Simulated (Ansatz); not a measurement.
One change: `[F][Ti]([F])([Cl])[Br]` becomes `[F][Ti]([F])([Cl])[SeH]`.

Ansatz, PBE0-D4/def2-TZVP geometries, multiplicity 1. Each molecule was computed in one conformer, which needn't be the lowest.

Scalar relativity is left out up to krypton.

| property | `[F][Ti]([F])([Cl])[Br]` |
| --- | --- |
| size of the dipole moment (B3LYP/def2-TZVPP) / D | 0.42 |
| HOMO–LUMO gap (PBE0/def2-TZVPP) / eV | 5.70 |
| HOMO energy (ωB97M-V/def2-TZVPP) / eV | -11.45 |
| zero-point energy (PBE0-D4/def2-TZVP) / kJ/mol | 19.3 |
| HOMO–LUMO gap (PBE/def2-TZVPP) / eV | 3.60 |
| HOMO–LUMO gap (ωB97M-V/def2-TZVPP) / eV | 9.99 |

Q: Give the same properties after the change, and the shifts. (An estimate is asked.)

A: Computed: 
```csv
property,`[F][Ti]([F])([Cl])[SeH]`,shift
size of the dipole moment (B3LYP/def2-TZVPP) / D,1.06,0.64
HOMO–LUMO gap (PBE0/def2-TZVPP) / eV,4.63,-1.07
HOMO energy (ωB97M-V/def2-TZVPP) / eV,-9.98,1.47
zero-point energy (PBE0-D4/def2-TZVP) / kJ/mol,36.9,17.6
HOMO–LUMO gap (PBE/def2-TZVPP) / eV,2.59,-1.01
HOMO–LUMO gap (ωB97M-V/def2-TZVPP) / eV,8.81,-1.18
```

With PBE0 the HOMO rises by 1.39 eV and the LUMO rises by 0.31 eV, so the gap narrows by about 1.08 eV. PBE moves the HOMO by 1.23 eV and ωB97M-V by 1.47 eV. The zero-point energy changes by 17.6 kJ/mol with +3 modes. Dipoles are sizes alone; their direction can turn.

B3LYP here is the variant with VWN-RPA as its local correlation; programs differ in this.

Spin–orbit coupling is left out; it splits and shifts lone-pair levels of the heavy atoms by tenths of an eV.
